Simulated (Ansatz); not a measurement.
The cluster Cd2O2. The state is a singlet with charge 0. Geometry PBE-D4/def2-TZVP.

Cartesian coordinates in Å:
```
Cd -0.5990 0.1813 -1.2176
Cd 0.5991 -0.1814 1.2176
O 1.4660 0.1210 -0.7034
O -1.4660 -0.1208 0.7035
```

In the def2 sets Cd takes a core potential; there is no spin–orbit coupling. The restricted singlet is unstable towards broken spin symmetry in Hartree–Fock (as tested in another run); at PBE-D4/def2-TZVP, r2SCAN-D4/def2-TZVP, B97M-V/def2-TZVP, r2SCANh-D4/def2-TZVP and others this wasn't settled. Another isomer (triplet) lies 1.07 eV lower at PBE0-D4/def2-TZVP; other spin states weren't run for this one.

(1) Estimate the orbital energies around the gap (eV) in Ansatz with PBE-D4/def2-TZVP, r2SCAN-D4/def2-TZVP, B97M-V/def2-TZVP, r2SCANh-D4/def2-TZVP, PBE0-D4/def2-TZVP.

Answers

(1) 
| orbital | PBE-D4/def2-TZVP | r2SCAN-D4/def2-TZVP | B97M-V/def2-TZVP | r2SCANh-D4/def2-TZVP | PBE0-D4/def2-TZVP |
| --- | --- | --- | --- | --- | --- |
| HOMO−9 | -12.51 | -12.97 | -13.06 | -13.82 | -14.74 |
| HOMO−8 | -12.48 | -12.91 | -13.01 | -13.76 | -14.71 |
| HOMO−7 | -12.45 | -12.88 | -12.96 | -13.71 | -14.64 |
| HOMO−6 | -12.36 | -12.80 | -12.87 | -13.63 | -14.56 |
| HOMO−5 | -7.72 | -7.78 | -7.74 | -8.21 | -8.81 |
| HOMO−4 | -7.34 | -7.39 | -7.32 | -7.74 | -8.21 |
| HOMO−3 | -6.31 | -6.37 | -6.32 | -6.73 | -7.20 |
| HOMO−2 | -5.76 | -5.93 | -6.01 | -6.43 | -7.04 |
| HOMO−1 | -5.28 | -5.36 | -5.45 | -5.85 | -6.45 |
| HOMO | -5.18 | -5.34 | -5.37 | -5.71 | -6.21 |
| LUMO | -4.43 | -4.26 | -4.42 | -3.97 | -3.64 |
| LUMO+1 | -3.46 | -3.25 | -3.40 | -2.92 | -2.57 |
| LUMO+2 | -0.86 | -0.54 | -0.88 | -0.29 | -0.12 |
| LUMO+3 | -0.38 | -0.02 | -0.39 | 0.21 | 0.32 |
| LUMO+4 | 0.30 | 0.78 | 0.38 | 1.01 | 1.07 |
| LUMO+5 | 0.41 | 0.86 | 0.56 | 1.14 | 1.29 |
